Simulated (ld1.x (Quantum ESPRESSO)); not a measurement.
## An all-electron radial function and its pseudo partner (Ga (Z = 31))

Columns: radius, all-electron u(r) and pseudo u(r) of the 3p shell (level -119.04 eV) of gallium in the configuration [Ne] 3s2 3p6 3d10 4s1 4p0; BLYP, scalar-relativistic, ultrasoft scheme, ld1.x (Quantum ESPRESSO) 7.5.

| r (bohr) | all-electron | pseudo |
| --- | --- | --- |
| 0.090 | 0.6529 | -0.0425 |
| 0.180 | 0.4479 | -0.1623 |
| 0.270 | -0.2388 | -0.3377 |
| 0.360 | -0.8329 | -0.5379 |
| 0.450 | -1.1784 | -0.7287 |
| 0.540 | -1.3038 | -0.8800 |
| 0.630 | -1.2827 | -0.9708 |
| 0.720 | -1.1806 | -0.9932 |
| 0.810 | -1.0425 | -0.9522 |
| 0.900 | -0.8957 | -0.8634 |
| 0.990 | -0.7549 | -0.7481 |
| 1.080 | -0.6276 | -0.6274 |
| 1.170 | -0.5165 | -0.5165 |
| 1.260 | -0.4216 | -0.4216 |
| 1.350 | -0.3421 | -0.3421 |
| 1.440 | -0.2761 | -0.2761 |
| 1.530 | -0.2220 | -0.2220 |
| 1.620 | -0.1778 | -0.1778 |
| 1.710 | -0.1420 | -0.1420 |
| 1.800 | -0.1131 | -0.1131 |
| 1.890 | -0.0899 | -0.0899 |
| 1.980 | -0.0713 | -0.0713 |
| 2.070 | -0.0565 | -0.0565 |
| 2.160 | -0.0447 | -0.0447 |
| 2.250 | -0.0353 | -0.0353 |
| 2.340 | -0.0278 | -0.0278 |

(1) How many radial nodes do the two functions have?

(2) At about which radius was the pseudo-wave matched?

(3) Where does each function peak?

(4) Is the pseudo-wave norm-conserving?

Answers

(1) The all-electron 3p function has n − l − 1 = 1; the pseudo-wave has 0, since the states of the same l below it are removed with the core.

(2) 1.20 bohr. The columns agree to 0.0005 from 1.08 bohr on; several derivatives are matched, so the curves merge somewhat inside the radius.

(3) Outermost all-electron maximum near 0.54 bohr, pseudo maximum near 0.72 bohr (to the table’s step).

(4) No, it belongs to an ultrasoft set: the norm inside the radius is not constrained, and the difference is carried by the augmentation charge.
